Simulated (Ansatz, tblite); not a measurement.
Isomers of Cd$_{4}$O$_{4}$⁻ (doublet), found by a short tight-binding search and relaxed with PBE-D4/def2-SVPD in Ansatz.

In the def2 sets Cd takes a core potential; there is no spin–orbit coupling. The xTB rows come from tblite. Correlated methods freeze 4 core orbitals; core or outer-core shells of Cd are correlated, in sets that lack core-valence functions.

Run but left out: HF/STO-3G, HF/def2-SVPD, HF/def2-TZVPD, MP2/def2-SVPD (A: ⟨S²⟩ 1.26 to 1.54, where a pure state has 0.75); PBE0-D4/def2-TZVPD, B2PLYP/def2-TZVPD (C: ⟨S²⟩ 1.07 to 1.31, where a pure state has 0.75).

A: It holds 1 O–O bond. B: It holds 2 O–O bonds. C: At r2SCAN-D4/def2-TZVPD the charge -1 doublet is spin-contaminated (final ⟨S²⟩ up to 1.05, 0.75 for a pure state). It holds 1 O–O bond. D: At LDA (SPW92)/def2-TZVPD, PBE-D4/def2-TZVPD, r2SCAN-D4/def2-TZVPD the gap within one spin of the charge -1 doublet nearly closes, so an electron or hole may be smeared out by delocalisation error. It holds 1 O–O bond. E: It holds 2 O–O bonds.

Other spin states weren't relaxed.

A:

```
atom    x (Å)    y (Å)    z (Å)
 Cd1  -2.5147  -0.6277  -1.0273
 Cd2   1.2215   0.0361   1.3699
 Cd3   0.3623  -2.0286  -0.7651
 Cd4  -1.3297   1.0773   0.9376
  O5  -1.3707  -2.3185  -1.7255
  O6   1.3978   2.5130   0.5739
  O7   2.0384  -1.6087   0.2789
  O8   0.1952   2.9571   0.3576
```

B:

```xyz
8

Cd   -2.123   -1.957   -0.510
Cd    0.505    0.229   -0.438
Cd   -0.497   -0.186   -3.971
Cd   -1.002   -1.007    2.497
O     2.197    0.880    0.706
O     1.507    1.457    1.810
O    -0.733   -0.679   -1.745
O     0.145    1.262    1.651
```

C:

```
atom   x (Å)   y (Å)   z (Å)
 Cd1  -0.402   0.986  -2.522
 Cd2   2.308   1.772   0.281
 Cd3  -0.508  -0.580   0.152
 Cd4   1.533  -2.372   1.077
  O5   1.656  -0.257   0.830
  O6  -2.077   1.077   0.282
  O7  -2.053   2.072  -0.563
  O8  -0.456  -2.698   0.463
```

D:

Cartesian coordinates in Å:
```
Cd -2.551 -1.238 -1.807
Cd 0.683 1.326 2.998
Cd -0.082 0.000 -0.113
Cd 0.124 0.744 -3.258
O 0.547 -1.710 -1.283
O -0.375 1.419 1.282
O 0.010 -1.885 -2.510
O 1.643 1.344 4.691
```

E:

```xyz
8

Cd   -0.1617    4.7166    2.2063
Cd    1.1003    2.7257   -0.4788
Cd    0.0304   -0.9110   -0.4269
Cd   -1.4369    1.3800    2.2080
O    -0.1141    0.9315    0.3534
O    -0.6658   -2.4687   -1.9034
O     0.2335   -3.4319   -1.4930
O     1.0144   -2.9422   -0.4655
```

Question: Estimate their order by electronic energy at RPA@PBE/def2-SVPD, counted from the lowest.

Answer: A (0.0) < C (9.3) < D (15.8) < B (24.8) < E (29.9), in kcal/mol.

Question: Do the other levels pick the same lowest one?

Answer: Not GFN1-xTB, GFN2-xTB. Energies above each level's lowest (kcal/mol):

```tsv
level	A	B	C	D	E
GFN1-xTB	33.6	11.2	41.3	32.6	0.0
GFN2-xTB	3.6	13.5	0.0	17.8	29.2
LDA (SPW92)/def2-TZVPD	0.0	20.7	23.7	26.2	24.9
PBE-D4/def2-TZVPD	0.0	18.0	15.9	18.3	18.0
r2SCAN-D4/def2-TZVPD	0.0	23.8	19.2	26.5	26.8
RPA@PBE/def2-SVPD	0.0	24.8	9.3	15.8	29.9
```
Point groups (tolerance 0.1 Å): A not assigned, B not assigned, C not assigned, D not assigned, E not assigned. Lower isomers may exist.
